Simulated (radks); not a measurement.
Coulomb parameter of the 3d shell of the iron ion Fe2+ in the model configuration [Ar] 3d4.5 4s1.5, as a second difference U = [E(n + 0.5) + E(n - 0.5) - 2 E(n)] / (0.5)^2 with all orbitals relaxed. "Bare": the charge of the atom changes with n. "Screened": the 4s shell takes up the change at fixed total charge, which measures U(3d,3d) + U(4s,4s) - 2 U(3d,4s). Calculated with a radial shooting solver on a logarithmic mesh with Libxc functionals: scalar-relativistic Kohn-Sham, r2SCAN, spin-unpolarised, spherical densities, finite nucleus; meta-GGA in the generalised Kohn-Sham scheme; Fermi nuclear charge, rms radius 3.7377 fm.

case              configuration  E - E(n) (eV)
start          [Ar] 3d4.5 4s1.5          0.000
bare +0.5        [Ar] 3d5 4s1.5        -15.474
bare -0.5        [Ar] 3d4 4s1.5         19.988
screened +0.5      [Ar] 3d5 4s1         -5.367
screened -0.5      [Ar] 3d4 4s2          6.475

U(bare) = 18.053 eV, U(screened by 4s) = 4.433 eV, against the Slater integral F0(3d,3d) = 25.641 eV with frozen orbitals.
